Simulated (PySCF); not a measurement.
Excitations are Tamm–Dancoff values on a coarser integration grid. The basis has no diffuse functions, so Rydberg states are missing or too high.

Z-matrix (Å, degrees):
```
C
C 1 1.4246
C 2 1.3845 1 119.82
H 3 1.1000 2 121.45 1 -179.99
H 2 1.1019 3 120.31 4 -0.01
C 3 1.4209 4 120.35 2 180.00
N 6 1.3233 3 124.04 4 180.00
C 7 1.3633 6 118.92 3 0.00
H 6 1.1061 7 116.47 8 180.00
C 1 1.4382 2 122.41 5 0.00
C 10 1.3965 1 118.60 2 -179.95
H 11 1.1016 10 119.87 1 180.00
C 11 1.4156 12 119.01 10 -179.98
H 13 1.1016 11 118.92 12 -0.01
C 13 1.4026 14 118.45 11 -179.95
B 15 1.5500 13 119.07 14 0.14
H 16 1.2107 15 122.71 13 179.67
H 16 1.2195 17 119.78 15 179.97
Si 10 1.8957 11 119.11 12 -0.07
H 19 1.5020 10 107.91 11 -0.03
H 19 1.5054 20 109.40 12 121.10
H 19 1.5054 20 109.39 21 117.82
```
Charge 0, multiplicity 1.

**Question.** Give the brightest of the four lowest singlets (TDA), S1 excitation (TDA) and HOMO at the level PBE-D3(BJ)/def2-TZVP // PBE-D3(BJ)/def2-SVP (PySCF 2.14.0).

**Answer.** 
```yaml
brightest of the four lowest singlets (TDA): 3.81 eV
S1 excitation (TDA): 2.57 eV
HOMO: -5.89 eV
```
